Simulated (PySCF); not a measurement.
3-ethynylfuran (C6H4O), SMILES c1(ccoc1)C#C. Geometry optimised at PBE-D3(BJ)/def2-SVP.

Computed equilibrium geometry at PBE-D3(BJ)/def2-SVP (PySCF confirms it by a frequency run) as bond lengths and angles, and its point group:
point group Cs.
Atoms: C1 C2 C3 C4 C5 O6 C7 H8 H9 H10 H11. Bond lengths (Å): C1–C2 1.226, C1–H8 1.081, C2–C3 1.420, C3–C4 1.449, C3–C7 1.387, C4–C5 1.370, C4–H9 1.095, C5–O6 1.367, C5–H10 1.094, O6–C7 1.356, C7–H11 1.094. Bond angles (°): C2–C1–H8 179.8, C1–C2–C3 179.4, C2–C3–C4 127.5, C2–C3–C7 127.2, C4–C3–C7 105.3, C3–C4–C5 106.1, C3–C4–H9 126.4, C5–C4–H9 127.5, C4–C5–O6 110.5, C4–C5–H10 133.6, O6–C5–H10 115.8, C5–O6–C7 107.5, C3–C7–O6 110.5, C3–C7–H11 132.6, O6–C7–H11 116.8.
Charge 0, spin multiplicity 1.
